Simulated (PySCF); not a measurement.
Record of a relaxation.

B₃H₃O₃.
Bonds: B1–O2, O2–B3, B3–O4, O4–B5, B5–O6, B1–O6. Hydrogens: H7 on B1; H8 on B3; H9 on B5.

Method: PySCF 2.14.0, PBE0-D3(BJ)/def2-SVP geometry optimisation, gas phase; density fitting, grid level 1; the optimiser is geomeTRIC in internal coordinates, started from a GFN2-xTB structure with every atom displaced at random (about 0.01 Å). The frame can shift and turn from step to step; on so coarse a grid that alone can change the energy by a few meV, and forces under 0.02 eV/Å are noise.

Step 0: E = -8210.6667 eV, largest atomic force 2.172 eV/Å
```
atom  x, y, z in Å  |  force x, y, z in eV/Å
B1      1.207   -0.636   -0.271   -1.496   1.445   0.223
O2      0.055   -1.358   -0.110    0.135  -0.296  -0.032
B3     -1.145   -0.747    0.156    1.866   0.759  -0.163
O4     -1.149    0.613    0.266   -2.016  -0.778   0.220
B5     -0.060    1.350    0.091    0.988   0.952   0.080
O6      1.123    0.750   -0.172    0.947  -1.013  -0.262
H7      2.216   -1.137   -0.509    1.197  -0.670  -0.233
H8     -2.078   -1.379    0.303   -1.598  -0.920   0.203
H9     -0.110    2.527    0.210   -0.023   0.521  -0.036
```

Step 1: E = -8210.8254 eV, largest atomic force 0.661 eV/Å
```
atom  x, y, z in Å  |  force x, y, z in eV/Å
B1      1.307   -0.664   -0.246    0.403  -0.317  -0.025
O2      0.181   -1.419   -0.062    0.039   0.008  -0.018
B3     -1.008   -0.815    0.247   -0.497  -0.302   0.045
O4     -1.074    0.544    0.369    0.470   0.463  -0.035
B5      0.063    1.316    0.191   -0.410  -0.361   0.020
O6      1.246    0.694   -0.109   -0.079   0.240   0.011
H7      2.360   -1.199   -0.515   -0.211   0.097   0.024
H8     -2.010   -1.484    0.407    0.275   0.150  -0.037
H9      0.003    2.510    0.292    0.009   0.022   0.015
```

Step 2: E = -8210.8343 eV, largest atomic force 0.239 eV/Å
```
atom  x, y, z in Å  |  force x, y, z in eV/Å
B1      1.316   -0.669   -0.239   -0.039  -0.027  -0.052
O2      0.180   -1.413   -0.058    0.005  -0.046   0.013
B3     -1.016   -0.813    0.246   -0.029  -0.087   0.022
O4     -1.072    0.549    0.370    0.180   0.150  -0.045
B5      0.060    1.310    0.186   -0.199  -0.087   0.067
O6      1.246    0.694   -0.112    0.044   0.026  -0.004
H7      2.358   -1.202   -0.518   -0.039   0.016   0.032
H8     -2.007   -1.480    0.407    0.064   0.035  -0.021
H9      0.003    2.505    0.293    0.011   0.021  -0.011
```

Step 3: E = -8210.8354 eV, largest atomic force 0.076 eV/Å
```
atom  x, y, z in Å  |  force x, y, z in eV/Å
B1      1.311   -0.670   -0.243   -0.015   0.054   0.035
O2      0.179   -1.418   -0.056   -0.025   0.006   0.003
B3     -1.014   -0.814    0.249    0.040   0.022  -0.017
O4     -1.067    0.551    0.368    0.023   0.000   0.005
B5      0.061    1.311    0.188   -0.075  -0.007   0.001
O6      1.245    0.694   -0.115    0.043  -0.046  -0.021
H7      2.352   -1.203   -0.513    0.029  -0.014  -0.016
H8     -2.003   -1.476    0.406   -0.031  -0.013   0.008
H9      0.005    2.507    0.291    0.012  -0.002   0.002
```

Step 4: E = -8210.8356 eV, largest atomic force 0.039 eV/Å
```
atom  x, y, z in Å  |  force x, y, z in eV/Å
B1      1.311   -0.671   -0.241    0.004   0.023  -0.002
O2      0.178   -1.418   -0.054   -0.018   0.004   0.007
B3     -1.015   -0.813    0.249    0.017  -0.002  -0.003
O4     -1.066    0.552    0.368    0.013   0.005  -0.003
B5      0.061    1.311    0.186   -0.037   0.004   0.010
O6      1.246    0.693   -0.116    0.019  -0.023  -0.008
H7      2.352   -1.205   -0.514    0.008  -0.007   0.000
H8     -2.006   -1.474    0.407   -0.012  -0.003   0.002
H9      0.008    2.507    0.290    0.006  -0.001  -0.003
```

Step 5: E = -8210.8358 eV, largest atomic force under 0.02 eV/Å
```
atom  x, y, z in Å  |  force x, y, z in eV/Å
B1      1.310   -0.673   -0.241    0.006   0.000  -0.003
O2      0.176   -1.418   -0.051   -0.005  -0.005   0.002
B3     -1.016   -0.811    0.250    0.002  -0.012   0.000
O4     -1.065    0.554    0.368   -0.002   0.006   0.000
B5      0.063    1.311    0.184    0.003   0.006   0.000
O6      1.247    0.691   -0.118    0.001   0.000  -0.001
H7      2.351   -1.210   -0.513   -0.008   0.000   0.003
H8     -2.009   -1.470    0.408    0.003   0.004   0.000
H9      0.013    2.507    0.287    0.001   0.000  -0.002
```

Task: Summarise the path.

Result: The energy falls by 3.90 kcal/mol from step 0 to step 5; nine tenths of that is first reached at step 1. It falls at every step. The largest force goes from 2.172 to under 0.02 eV/Å. Among the bonds B3–H8 changes most, from 1.137 to 1.202 Å; the atoms move by 0.033 Å rms after alignment.

Task: Follow the three bonds and two angles with the largest change from start to end.

Result: 
```tsv
step	E above end (kcal/mol)	largest force (eV/Å)	B3–H8 (Å)	B1–H7 (Å)	O4–B5 (Å)	O4–B3–H8 (°)	B3–O4–B5 (°)
0	3.90	2.172	1.137	1.151	1.326	122.8	122.8
1	0.24	0.661	1.216	1.212	1.386	119.7	120.2
2	0.03	0.239	1.205	1.203	1.377	120.3	120.3
3	0.01	0.076	1.200	1.200	1.372	120.4	120.6
4	0.00	0.039	1.201	1.201	1.371	120.4	120.6
5	0.00	under 0.02	1.202	1.202	1.371	120.3	120.6
```

The cost below is that of the whole optimisation. Hardware: one thread of an Arm Neoverse V1, no GPU (shared host). Cost: 19 s of wall time, 0.41 GiB resident at most.
